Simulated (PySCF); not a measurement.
WCl₂, SMILES [W]([Cl])[Cl] (connectivity only; charge and spin as stated), neutral, multiplicity 3.

Geometry: PBE-D3(BJ)/def2-TZVP. The multiplicity is an assumed one; other spin states were not compared. The def2 effective core potentials stand for the cores of W; spin–orbit coupling is left out.

Method: PBE-D3(BJ)/def2-TZVP (PySCF 2.14.0).

Frequencies are harmonic and unscaled.

Modes within 1.5 cm⁻¹ of each other (mostly degenerate sets) share a row, with their intensities summed.

```csv
mode,ν (cm⁻¹),IR (km/mol),moving atoms (share of kinetic energy)
1–2,32,0.0,"Cl 72 %, W 28 %"
3,406,0.0,Cl 100 %
4,417,103.4,"Cl 72 %, W 28 %"
```
